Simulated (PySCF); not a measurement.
GeH6Si, SMILES [SiH3][GeH3] (connectivity only; charge and spin as stated), charge +1, multiplicity 2. Atoms are numbered in the order given.

```xyz
8

Si     0.0000     0.0000     1.8968
Ge     0.0000     0.0000    -0.9224
H      0.0000    -1.4564     2.1015
H      1.2612     0.7282     2.1015
H     -1.2612     0.7282     2.1015
H     -1.3108    -0.7568    -1.1142
H      0.0000     1.5135    -1.1142
H      1.3108    -0.7568    -1.1142
```
Charge +1, spin multiplicity 2.

Coordinates come from a B3LYP-D3(BJ)/def2-TZVP optimisation. The multiplicity is an assumed one; other spin states were not compared.

Method: PySCF with TDA-PBE0/def2-SVPD.

Vertical excitations; the highest root listed may be one member of a degenerate set. The molecule is in vacuum.

```csv
state,energy (eV),λ (nm),f,main pairs
root 1,3.50,354,0.000,β HOMO→LUMO (degenerate set)
root 2,3.50,354,0.000,β HOMO−1→LUMO (degenerate set)
root 3,3.98,311,0.005,β HOMO−2→LUMO (degenerate set)
root 4,3.98,311,0.005,β HOMO−3→LUMO (degenerate set)
root 5,5.88,211,0.464,α HOMO→LUMO 94 %
root 6,6.65,186,0.000,α HOMO→LUMO+1 96 %
root 7,7.38,168,0.002,α HOMO−1→LUMO (degenerate set)
root 8,7.38,168,0.002,α HOMO−2→LUMO (degenerate set)
root 9,7.65,162,0.011,"α HOMO→LUMO+2, β HOMO→LUMO+1 (degenerate set)"
root 10,7.65,162,0.011,"α HOMO→LUMO+3, β HOMO−1→LUMO+1 (degenerate set)"
```
Unrestricted roots are not spin-pure.
